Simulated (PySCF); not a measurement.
# SiI₃⁺: fields on a plane

These are results of PySCF, PBE0, basis Si def2-SVP, I def2-SVP with ECP28 (scalar-relativistic core potentials, no spin–orbit coupling, density fitting), not measurements.

The singlet minimum has Si–I 2.349 Å (×3); I–Si–I 120.0° (×3).

The plane holds Si1 at (0.00, 0.00), I2 at (2.35, 0.00), I3 at (-1.17, 2.03), I4 at (-1.17, -2.03) Å. Columns run from x = -3.15 to 4.65 Å, rows from y = 4.35 (top) to -4.05 Å, in steps of 0.3 Å. Other isomers or separated fragments may lie lower. Core electrons replaced by a potential are absent, the electrostatic potential uses the reduced nuclear charge, and values within about 0.7 Å of such atoms have no physical meaning.

Q: Give the electron localisation function (set to 0 where the density is under 0.005 e/Å³). Every second row and column.

A: 
```
0.00 0.00 0.00 0.00 0.11 0.00 0.00 0.00 0.00 0.00 0.00 0.00 0.00 0.00
0.00 0.05 0.18 0.43 0.57 0.52 0.29 0.00 0.00 0.00 0.00 0.00 0.00 0.00
0.09 0.35 0.65 0.67 0.80 0.85 0.61 0.09 0.00 0.00 0.00 0.00 0.00 0.00
0.34 0.76 0.45 0.59 0.30 0.80 0.69 0.04 0.00 0.00 0.00 0.00 0.00 0.00
0.55 0.85 0.27 0.13 0.78 0.57 0.45 0.03 0.13 0.58 0.58 0.32 0.00 0.00
0.53 0.84 0.67 0.25 0.20 0.69 0.33 0.15 0.65 0.85 0.86 0.65 0.19 0.00
0.19 0.49 0.65 0.64 0.83 0.25 0.30 0.63 0.54 0.25 0.44 0.76 0.29 0.00
0.00 0.02 0.07 0.31 0.13 0.82 0.33 0.84 0.22 0.07 0.64 0.63 0.34 0.00
0.00 0.12 0.25 0.47 0.54 0.33 0.06 0.79 0.23 0.75 0.31 0.70 0.32 0.00
0.41 0.75 0.78 0.48 0.64 0.81 0.45 0.37 0.71 0.71 0.81 0.76 0.24 0.00
0.57 0.86 0.38 0.79 0.52 0.59 0.31 0.06 0.40 0.78 0.77 0.50 0.12 0.00
0.47 0.82 0.29 0.66 0.72 0.67 0.61 0.03 0.03 0.29 0.35 0.00 0.00 0.00
0.20 0.60 0.65 0.30 0.47 0.86 0.68 0.07 0.00 0.00 0.00 0.00 0.00 0.00
0.00 0.14 0.44 0.68 0.79 0.73 0.47 0.00 0.00 0.00 0.00 0.00 0.00 0.00
0.00 0.00 0.06 0.17 0.29 0.28 0.00 0.00 0.00 0.00 0.00 0.00 0.00 0.00
```

Q: Give the electrostatic potential (V) (cut at 20 V). Lower edges of the bins (V): '_' 2.26, '.' 2.36, ':' 2.53, '-' 2.79, '=' 3.21, '+' 3.87, '*' 4.92, '#' 6.58, '%' 9.21, '@' 13.39; top 20.0, each point printed twice.

A: 
```
======++++++++++++========----------::::::::......____
====++++++******++++++========----------::::::::....__
==++++**************++++========------------::::::....
++++****####%%%%##****++++==========----------::::::::
++****##%%@@@@@@@@%%##**++++============----------::::
++**##%%@@@@@@@@@@@@%%****++++++============--------::
++**##@@@@@@@@@@@@@@@@##**++++++++==============------
++**##@@@@@@@@@@@@@@@@%%****++++++++++++==========----
++**##@@@@@@@@@@@@@@@@%%##******++++++++++++++========
++**##@@@@@@@@@@@@@@@@%%####****************++++++====
++++##%%@@@@@@@@@@@@@@%%%%##################****++++==
++++**##%%@@@@@@@@@@@@@@@@%%%%%%%%@@@@@@@@%%##****++++
++++****##%%%%@@@@@@@@@@@@@@%%@@@@@@@@@@@@@@%%##**++++
++++++****##%%@@@@@@@@@@@@@@@@@@@@@@@@@@@@@@@@##****++
==++++****##%%@@@@@@@@@@@@@@@@@@@@@@@@@@@@@@@@%%##**++
==++++****##%%@@@@@@@@@@@@@@@@@@@@@@@@@@@@@@@@%%##**++
++++++****##%%@@@@@@@@@@@@@@@@@@@@@@@@@@@@@@@@##****++
++++****##%%%%@@@@@@@@@@@@@@%%@@@@@@@@@@@@@@%%##**++++
++++**##%%@@@@@@@@@@@@@@@@%%%%%%%%@@@@@@@@%%##****++++
++++##%%@@@@@@@@@@@@@@%%%%##################****++++==
++**##@@@@@@@@@@@@@@@@%%####****************++++++====
++**##@@@@@@@@@@@@@@@@%%##******++++++++++++++========
++**##@@@@@@@@@@@@@@@@%%****++++++++++++==========----
++**##@@@@@@@@@@@@@@@@##**++++++++==============------
++**##%%@@@@@@@@@@@@%%****++++++============--------::
++****##%%@@@@@@@@%%##**++++============----------::::
++++****####%%%%##****++++==========----------::::::::
==++++**************++++========------------::::::....
====++++++******++++++========----------::::::::....__
```
